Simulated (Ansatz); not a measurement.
Input and output for C₃H₉FGeS₃ (`C[S][Ge]([F])([S]C)[S]C`).

```yaml
crystal:
  periodic: [false, false, false]
  atoms:
    - {symbol: C, position_ang: [-0.620519, -2.838189, -1.714428]}
    - {symbol: S, position_ang: [-0.658007, -1.198473, -2.497602]}
    - {symbol: Ge, position_ang: [-0.443889, 0.023406, -0.696884]}
    - {symbol: F, position_ang: [-1.592673, -0.554686, 0.494377]}
    - {symbol: S, position_ang: [1.505371, -0.290719, 0.294071]}
    - {symbol: C, position_ang: [1.041877, -0.096239, 2.040156]}
    - {symbol: S, position_ang: [-0.913415, 2.098987, -1.230419]}
    - {symbol: C, position_ang: [0.010684, 2.993585, 0.049131]}
    - {symbol: H, position_ang: [-1.473281, -2.969444, -1.051042]}
    - {symbol: H, position_ang: [-0.678902, -3.561808, -2.527107]}
    - {symbol: H, position_ang: [0.310274, -2.986030, -1.168151]}
    - {symbol: H, position_ang: [0.155564, -0.681915, 2.271866]}
    - {symbol: H, position_ang: [0.875331, 0.950104, 2.292111]}
    - {symbol: H, position_ang: [1.886771, -0.471126, 2.617486]}
    - {symbol: H, position_ang: [-0.498411, 2.938888, 1.010491]}
    - {symbol: H, position_ang: [0.046682, 4.033288, -0.275296]}
    - {symbol: H, position_ang: [1.027444, 2.609971, 0.131442]}
basis:
  gaussian: {orbitals: STO-3G, nuclear_model: gaussian}
total_charge: 1
magnetization: {spin_polarized: true, initial_magnetization: 1}
hamiltonian: {xc: {name: SVWN5}}
```

```sh
$ ansatz run in.yaml --threads 5 --pin off --events-out ev --progress --plain --max-ram 66560MiB --backend cpu
```

Output, abridged:

```
Functional definition: SVWN5
891 factors; integrals over basis functions are off by at most 3.4e-5 eV
mean field evaluation 1: about -93341.9286 eV, gradient 3.1e2 eV
mean field evaluation 2: about -93530.9092 eV, gradient 7.6e1 eV
mean field evaluation 4: about -93145.3899 eV, gradient 2.2e2 eV
mean field evaluation 8: about -93567.5086 eV, gradient 7.4e1 eV
mean field evaluation 16: about -93652.6111 eV, gradient 1.2e-3 eV
mean field -93652.65234724 eV, -3441.6714937132 hartree, gradient 1.4e-5 eV, S^2 0.750824; 16 other end points of the search recorded, 0 dependent functions left out
reference -93652.65237760 eV, -3441.6714948291 hartree; 58, 57 occupied and 16, 17 virtual orbitals, 891 factors
Total energy: -93652.65237760 eV, -3441.6714948291 hartree
```

Hardware: 5 threads of an AMD EPYC 7R13 on a shared host. Wall time 10 s, peak host memory 0.19 GiB.
